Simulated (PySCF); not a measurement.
Species: C5H7OS (doublet state).
Z-matrix (Å and degrees, GFN2-xTB geometry), rows numbered from 1:
```
O 
C   1  1.4075
C   2  1.4970  1  112.77
C   3  1.3321  2  128.93  1  -112.47
C   4  1.4917  3  116.02  2   178.95
C   5  1.4828  4  105.81  3    -0.36
S   6  1.7070  5  114.06  4     0.24
H   1  0.9652  2  108.61  3   -56.13
H   2  1.0929  1  105.91  3  -119.87
H   2  1.1017  1  110.40  3   122.57
H   4  1.0764  3  123.19  2    -1.20
H   5  1.1018  4  110.78  3  -121.84
H   5  1.1020  4  110.95  3   121.17
H   6  1.0685  5  125.99  4  -178.54
```

The hyperfine couplings belong to this conformer and change with its torsions.

The species is `C1(=CC[CH]S1)CO` [radical].

Computed with UKS B3LYP, pcH-1 on C H O S, non-relativistic, mean-field spin-orbit, GIAO in PySCF 2.14.0. The structure is a single GFN2-xTB conformer in the gas phase; no vibrational or solvent corrections. Couplings are sensitive to structure, and on GFN2-xTB geometries they can be far from those on DFT ones. No stability test was run, so a lower SCF solution isn't excluded.

Task: Predict the first-order ENDOR lines of C6, C5, C4, H12/H13, H14, H11, H9/H10 and H8 under fast tumbling at B = 348.1 mT (X band).

Result: For S = 1/2 in fast tumbling each set of equivalent nuclei gives two lines, ν± = |νn ± a/2| to first order, with νn = g_N μN B/h and μN/h = 7.62259 MHz/T.

```json
{"nuclei": "C6", "isotope": "13C", "g_N": "1.4048", "νn (MHz)": "3.73", "a_iso (MHz)": "81.69", "lower line (MHz)": "37.12", "upper line (MHz)": "44.57"}
{"nuclei": "C5", "isotope": "13C", "g_N": "1.4048", "νn (MHz)": "3.73", "a_iso (MHz)": "-35.51", "lower line (MHz)": "14.03", "upper line (MHz)": "21.48"}
{"nuclei": "C4", "isotope": "13C", "g_N": "1.4048", "νn (MHz)": "3.73", "a_iso (MHz)": "6.63", "lower line (MHz)": "0.41", "upper line (MHz)": "7.04"}
{"nuclei": "H12/H13", "isotope": "1H", "g_N": "5.5857", "νn (MHz)": "14.82", "a_iso (MHz)": "142.34", "lower line (MHz)": "56.35", "upper line (MHz)": "85.99"}
{"nuclei": "H14", "isotope": "1H", "g_N": "5.5857", "νn (MHz)": "14.82", "a_iso (MHz)": "-55.08", "lower line (MHz)": "12.72", "upper line (MHz)": "42.36"}
{"nuclei": "H11", "isotope": "1H", "g_N": "5.5857", "νn (MHz)": "14.82", "a_iso (MHz)": "-5.90", "lower line (MHz)": "11.87", "upper line (MHz)": "17.77"}
{"nuclei": "H9/H10", "isotope": "1H", "g_N": "5.5857", "νn (MHz)": "14.82", "a_iso (MHz)": "-0.95", "lower line (MHz)": "14.35", "upper line (MHz)": "15.29"}
{"nuclei": "H8", "isotope": "1H", "g_N": "5.5857", "νn (MHz)": "14.82", "a_iso (MHz)": "-0.56", "lower line (MHz)": "14.54", "upper line (MHz)": "15.10"}
```

The rows for 13C, of low natural abundance, apply to labelled samples.

Task: Which pairs are centred on the nuclear Larmor frequency, and which on half the coupling?

Result: Centred on νn, since |a| < 2νn: C4, H11, H9/H10 and H8. Centred on |a|/2 and split by 2νn: C6, C5, H12/H13 and H14.

Class means assume fast exchange of nuclei equivalent by connectivity; if that motion is slow, each nucleus keeps its own coupling.

The Mulliken spin populations are largest on C6 (+0.83), S7 (+0.15), C5 (-0.09) and C4 (+0.07). The angles at C6 add up to 360.0°, so it is planar; its axial dipolar tensor and the negative coupling of its proton fit spin in a p orbital normal to that plane.
